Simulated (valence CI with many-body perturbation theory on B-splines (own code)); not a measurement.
**Tm LXIII: E2, E3, M2 decay**

Method: configuration interaction combined with many-body perturbation theory (CI+MBPT): five valence electrons over a frozen Dirac-Fock core [He], a basis of 11 s, 11 p, 10 d, 8 f, 5 g, 2 h functions for each j, with the one-electron correlation potential Σ1 (screened to all orders), the two-electron term Σ2, the three-electron term Σ3, Breit, model QED; selected single and double excitations, second order for the rest, scaled by the run's own slope (own B-spline code, finite nucleus).

The last digits are not significant, and no measured levels were compared; by estimate large intervals hold to a few tenths of a per cent, small ones and those within an open d or f shell to about a per cent. Among the levels kept, up to 7400 cm⁻¹ of a level comes from second order outside the variational space, and about a tenth of that is noise between levels of different J, which matters for small intervals.

Lines 51 to 100 of 104 in falling wavelength, among levels below 794.48 Ry, chosen from the decays that carry over 1 % of a level's rate. Wavelengths and rates use the calculated energies. Electric multipoles are in the length gauge with retardation, E1 and E2 with the static RPA response of the core. S is in atomic units (e²a₀⁴ for E2 and M2, e²a₀⁶ for E3), for M1 in squared Bohr magnetons. Weak lines are less certain than strong ones. Lines between different terms over intervals too small for the method are left out, as are lines whose strength nearly cancels. The highest levels of a list are the least certain.

Levels are named by their leading jj configuration (3d3/2^4 stands for four electrons in 3d with j = 3/2), which in mixed levels can hold well under half, so a name can repeat and another be missing. Letters in brackets count levels of one name in rising energy.

```tsv
λ vac (nm)	Upper	Lower	Type	A (s⁻¹)	S (a.u.)
0.1528	(2s^2 2p1/2 2p3/2 3p3/2) J=1/2 [b]	(2s^2 2p1/2 2p3/2^2) J=3/2	E2	5.21e+11	7.75e-06
0.1527	(2s 2p1/2^2 2p3/2 3p3/2) J=1/2 [b]	(2s 2p1/2^2 2p3/2^2) J=5/2	E2	3.25e+11	4.82e-06
0.1521	(2s 2p1/2 2p3/2^2 3d5/2) J=9/2 [b]	(2s 2p1/2 2p3/2^3) J=5/2	M2	6.28e+10	4.57e-06
0.1516	(2s 2p1/2^2 2p3/2 3d5/2) J=9/2	(2s 2p1/2^2 2p3/2^2) J=5/2	M2	4.13e+10	2.95e-06
0.1516	(2s 2p1/2^2 2p3/2 3d5/2) J=9/2	(2s 2p1/2^2 2p3/2^2) J=5/2	E3	2.49e+09	1.46e-06
0.1512	(2s^2 2p3/2^2 3d5/2) J=7/2	(2s^2 2p3/2^3) J=3/2	M2	7.05e+10	3.99e-06
0.1512	(2s^2 2p3/2^2 3d5/2) J=9/2	(2s^2 2p3/2^3) J=3/2	E3	1.71e+09	9.83e-07
0.1509	(2s^2 2p1/2 2p3/2 3d5/2) J=9/2	(2s^2 2p1/2 2p3/2^2) J=5/2	M2	4.09e+10	2.86e-06
0.1509	(2s^2 2p1/2 2p3/2 3d5/2) J=9/2	(2s^2 2p1/2 2p3/2^2) J=5/2	E3	2.60e+09	1.48e-06
0.1465	(2s 2p1/2^2 2p3/2 3d5/2) J=9/2	(2s^2 2p1/2 2p3/2^2) J=5/2	E2	1.79e+09	1.07e-07
0.1384	(2s^2 2p3/2^2 3d5/2) J=9/2	(2s 2p1/2^2 2p3/2^2) J=5/2	E2	7.03e+09	3.18e-07
0.1377	(2s 2p1/2 2p3/2^2 3p3/2) J=7/2 [a]	(2s 2p1/2^2 2p3/2^2) J=5/2	E2	3.27e+11	1.16e-05
0.1373	(2s 2p1/2 2p3/2^2 3p3/2) J=1/2 [b]	(2s 2p1/2^2 2p3/2^2) J=3/2	E2	6.37e+11	5.55e-06
0.1371	(2s 2p1/2 2p3/2^2 3p3/2) J=5/2 [d]	(2s 2p1/2^2 2p3/2^2) J=1/2	E2	4.89e+11	1.27e-05
0.1371	(2s 2p1/2 2p3/2^2 3p3/2) J=9/2	(2s 2p1/2^2 2p3/2^2) J=5/2	E2	9.44e+11	4.08e-05
0.1370	(2s^2 2p1/2 2p3/2 3p3/2) J=5/2 [a]	(2s^2 2p1/2^2 2p3/2) J=3/2	E2	2.25e+11	5.82e-06
0.1369	(2s 2p1/2 2p3/2^2 3p3/2) J=5/2 [e]	(2s 2p1/2^2 2p3/2^2) J=1/2	E2	4.10e+11	1.06e-05
0.1369	(2s^2 2p1/2 2p3/2 3p3/2) J=1/2 [a]	(2s^2 2p1/2^2 2p3/2) J=3/2	E2	4.54e+11	3.90e-06
0.1369	(2s^2 2p1/2 2p3/2 3p3/2) J=3/2 [a]	(2s^2 2p1/2^2 2p3/2) J=3/2	E2	8.16e+11	1.40e-05
0.1368	(2s^2 2p1/2 2p3/2 3p3/2) J=7/2	(2s^2 2p1/2^2 2p3/2) J=3/2	E2	8.68e+11	2.97e-05
0.1365	(2s^2 2p3/2^2 3p3/2) J=7/2	(2s^2 2p1/2 2p3/2^2) J=5/2	E2	3.99e+11	1.35e-05
0.1365	(2s^2 2p3/2^2 3p3/2) J=3/2 [a]	(2s^2 2p1/2 2p3/2^2) J=1/2	E2	1.56e+11	2.65e-06
0.1365	(2s^2 2p3/2^2 3p3/2) J=5/2	(2s^2 2p1/2 2p3/2^2) J=5/2	E2	6.53e+11	1.66e-05
0.1365	(2s^2 2p3/2^2 3p3/2) J=1/2	(2s^2 2p1/2 2p3/2^2) J=5/2	E2	9.26e+11	7.84e-06
0.1364	(2s^2 2p1/2 2p3/2 3p3/2) J=5/2 [b]	(2s^2 2p1/2^2 2p3/2) J=3/2	E2	6.43e+11	1.62e-05
0.1362	(2s^2 2p3/2^2 3p3/2) J=7/2	(2s^2 2p1/2 2p3/2^2) J=3/2	E2	6.91e+11	2.31e-05
0.1362	(2s^2 2p3/2^2 3p3/2) J=5/2	(2s^2 2p1/2 2p3/2^2) J=3/2	E2	3.55e+11	8.91e-06
0.1362	(2s^2 2p3/2^2 3p3/2) J=3/2 [b]	(2s^2 2p1/2 2p3/2^2) J=1/2	E2	8.97e+11	1.50e-05
0.1360	(2s^2 2p1/2 2p3/2 3p3/2) J=1/2 [b]	(2s^2 2p1/2^2 2p3/2) J=3/2	E2	3.69e+11	3.07e-06
0.1358	(2s^2 2p3/2^2 3p3/2) J=3/2 [a]	(2s^2 2p1/2 2p3/2^2) J=5/2	E2	7.38e+11	1.22e-05
0.1355	(2s^2 2p3/2^2 3p3/2) J=3/2 [a]	(2s^2 2p1/2 2p3/2^2) J=3/2	E2	1.36e+11	2.22e-06
0.1355	(2s^2 2p3/2^2 3p3/2) J=3/2 [b]	(2s^2 2p1/2 2p3/2^2) J=5/2	E2	1.32e+11	2.15e-06
0.1342	(2s^2 2p1/2 2p3/2 3d5/2) J=9/2	(2s^2 2p1/2^2 2p3/2) J=3/2	E3	5.65e+09	1.41e-06
0.1341	(2s^2 2p3/2^2 3d5/2) J=9/2	(2s^2 2p1/2 2p3/2^2) J=5/2	M2	1.99e+10	7.71e-07
0.1341	(2s^2 2p3/2^2 3d5/2) J=9/2	(2s^2 2p1/2 2p3/2^2) J=5/2	E3	2.15e+09	5.32e-07
0.1337	(2s^2 2p3/2^2 3d5/2) J=9/2	(2s^2 2p1/2 2p3/2^2) J=3/2	E3	4.47e+09	1.09e-06
0.1317	(2s 2p1/2^2 2p3/2 3d3/2) J=5/2 [a]	(2s^2 2p1/2^2 2p3/2) J=3/2	E2	1.98e+12	4.21e-05
0.1316	(2s 2p1/2^2 2p3/2 3d3/2) J=7/2	(2s^2 2p1/2^2 2p3/2) J=3/2	E2	2.97e+12	8.35e-05
0.1314	(2s 2p1/2 2p3/2^2 3d3/2) J=9/2	(2s^2 2p1/2 2p3/2^2) J=5/2	E2	3.18e+12	1.11e-04
0.1311	(2s 2p1/2 2p3/2^2 3d5/2) J=9/2 [a]	(2s^2 2p1/2 2p3/2^2) J=5/2	E2	5.40e+11	1.87e-05
0.1310	(2s 2p1/2 2p3/2^2 3d3/2) J=5/2 [c]	(2s^2 2p1/2 2p3/2^2) J=1/2	E2	1.19e+12	2.45e-05
0.1307	(2s 2p1/2 2p3/2^2 3d5/2) J=7/2 [a]	(2s^2 2p1/2 2p3/2^2) J=3/2	E2	2.53e+12	6.90e-05
0.1305	(2s 2p1/2^2 2p3/2 3d3/2) J=5/2 [b]	(2s^2 2p1/2^2 2p3/2) J=3/2	E2	3.28e+12	6.64e-05
0.1305	(2s 2p1/2 2p3/2^2 3d5/2) J=9/2 [b]	(2s^2 2p1/2 2p3/2^2) J=5/2	E2	2.32e+12	7.84e-05
0.1304	(2s 2p1/2 2p3/2^2 3d3/2) J=5/2 [c]	(2s^2 2p1/2 2p3/2^2) J=5/2	E2	1.48e+12	2.99e-05
0.1301	(2s 2p1/2 2p3/2^2 3d3/2) J=5/2 [c]	(2s^2 2p1/2 2p3/2^2) J=3/2	E2	2.68e+12	5.34e-05
0.1300	(2s 2p1/2 2p3/2^2 3d3/2) J=3/2 [d]	(2s^2 2p1/2 2p3/2^2) J=3/2	E2	6.14e+12	8.15e-05
0.1300	(2s 2p1/2 2p3/2^2 3d3/2) J=1/2 [b]	(2s^2 2p1/2 2p3/2^2) J=3/2	E2	6.52e+12	4.33e-05
0.1296	(2s 2p1/2 2p3/2^2 3d5/2) J=5/2 [e]	(2s^2 2p1/2 2p3/2^2) J=1/2	E2	4.68e+12	9.17e-05
0.1296	(2s 2p1/2 2p3/2^2 3d5/2) J=3/2 [c]	(2s^2 2p1/2 2p3/2^2) J=1/2	E2	6.33e+12	8.26e-05
```
